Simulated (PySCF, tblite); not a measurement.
Scan of F2Ge, singlet: symmetric bend, bond length relaxed. Scanned: F-Ge-F angle. Other coordinates (Ge-F bond length) were minimised at PBE0/def2-TZVP.

- CCSD on RHF/cc-pVTZ, 11 core orbitals frozen (PySCF)
- RHF/3-21G = restricted Hartree-Fock/3-21G run with PySCF 2.14.0
- GFN2-xTB, 300 K electronic temperature (tblite)

Energies in kJ/mol, each method relative to its own lowest point.

| a / ° | CCSD | RHF/3-21G | GFN2-xTB |
|---|---|---|---|
| 180 | (withheld) | (withheld) | 98.6 |
| 170 | 192.0 | 315.1 | 95.2 |
| 160 | 172.9 | 280.0 | 86.0 |
| 150 | (withheld) | 229.2 | 72.4 |
| 140 | 107.8 | 170.8 | 56.5 |
| 130 | 71.0 | 112.2 | 40.2 |
| 120 | 37.8 | 60.5 | (withheld) |
| 110 | (withheld) | 21.7 | 10.8 |
| 100 | 0.0 | 0.0 | 1.5 |
| 90 | 4.7 | 0.1 | 0.0 |
| 80 | 35.7 | 30.7 | 12.6 |

Q: Some entries are withheld; supply them.

A: 
- 180, CCSD: 198.5
- 180, RHF/3-21G: 327.6
- 150, CCSD: 143.4
- 120, GFN2-xTB: 24.4
- 110, CCSD: 12.8
